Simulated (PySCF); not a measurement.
C₄H₇F₂Si (doublet state).
Geometry (GFN2-xTB, Å), atoms numbered from 1 in this order:
```
atom  x, y, z in Å
C1    -0.110   -2.065    0.003
C2     0.144   -0.826   -0.237
Si3    1.892   -0.060    0.141
C4    -0.876    0.159   -0.753
C5    -1.447    0.972    0.396
F6    -0.486    1.731    0.985
F7    -2.385    1.846   -0.049
H8     0.444   -2.902    0.362
H9     2.879   -1.069   -0.242
H10    2.033    1.145   -0.673
H11    1.950    0.230    1.569
H12   -0.425    0.850   -1.468
H13   -1.705   -0.361   -1.235
H14   -1.908    0.351    1.179
```

The hyperfine couplings belong to this conformer and change with its torsions.

As a line formula: `[H]/[C]=C(\[SiH3])CC(F)F` [radical].

Computed, not measured: PySCF, UKS B3LYP, pcH-1 on C F H Si, non-relativistic, mean-field spin-orbit, GIAO. One conformer (not necessarily the lowest) at the GFN2-xTB geometry, without solvent, vibrations or thermal averaging. The geometry wasn't refined by DFT: couplings that depend on bond lengths, twists or pyramidal angles can differ widely from those at the functional's own minimum. No stability test was run, so a lower SCF solution isn't excluded.

Match the computed a_iso(13C) values +281.1, +68.3, -28.2, -8.3 MHz with the sites C1; C2; C4; C5.

| site | a_iso (MHz) | ρ(0) (bohr⁻³) | position | distance from C1 (Å) | spin population | largest \|T\| (MHz) |
| --- | --- | --- | --- | --- | --- | --- |
| C1 | +281.1 | +0.2502 | largest spin population | 0.00 | +0.97 | 133.0 |
| C2 | -28.2 | -0.0251 | 1 bond from C1 | 1.29 | -0.15 | 19.5 |
| C4 | +68.3 | +0.0607 | 2 bonds from C1 | 2.47 | +0.05 | 11.0 |
| C5 | -8.3 | -0.0074 | 3 bonds from C1 | 3.34 | 0.00 | 0.6 |

The isotropic 1H couplings, averaged over equivalent nuclei, are +58.9, -6.1, +5.1, +0.1 MHz. Assign them to H8; H9/H10/H11; H12/H13; H14.

| site | a_iso (MHz) | ρ(0) (bohr⁻³) | position | distance from C1 (Å) | bound to | spin population there | largest \|T\| (MHz) |
| --- | --- | --- | --- | --- | --- | --- | --- |
| H8 | +58.9 | +0.0132 | 1 bond from C1 | 1.07 | C1 | +0.97 | 37.1 |
| H9/H10/H11 | +5.1 | +0.0011 | 3 bonds from C1, on Si3 of spin population +0.11 | 3.51 | Si3 | +0.11 | 3.5 |
| H12/H13 | -6.1 | -0.0014 | 3 bonds from C1 | 2.96 | C4 | +0.05 | 6.7 |
| H14 | +0.1 | 0.0000 | 4 bonds from C1 | 3.23 | C5 | 0.00 | 4.0 |

ρ(0) is the spin density at the nucleus and T the dipolar tensor; a_iso includes a spin–orbit part; entries for several nuclei are means. The largest Mulliken spin populations are on C1 (+0.97), C2 (-0.15) and Si3 (+0.11). No atom but C1 exceeds +0.15. The positive populations add up to 1.16 and the negative ones to -0.16, together 2S = 1.

The spin density at the nucleus, in bohr⁻³, is negative for C2 (-0.0251), C5 (-0.0074) and H12/H13 (-0.0014), for instance. A restricted open-shell determinant has no negative spin density anywhere; here it arises because α and β orbitals differ (spin polarisation).

Means are taken over nuclei equivalent by connectivity, which assumes that they swap fast. The three 1H nuclei of mean +5.1 MHz run from -6.3 to 25.9 MHz in the frozen geometry. The 19F value of +6.1 MHz is a mean of couplings from 2.1 to 10.1 MHz in this one geometry, not an average over conformers.
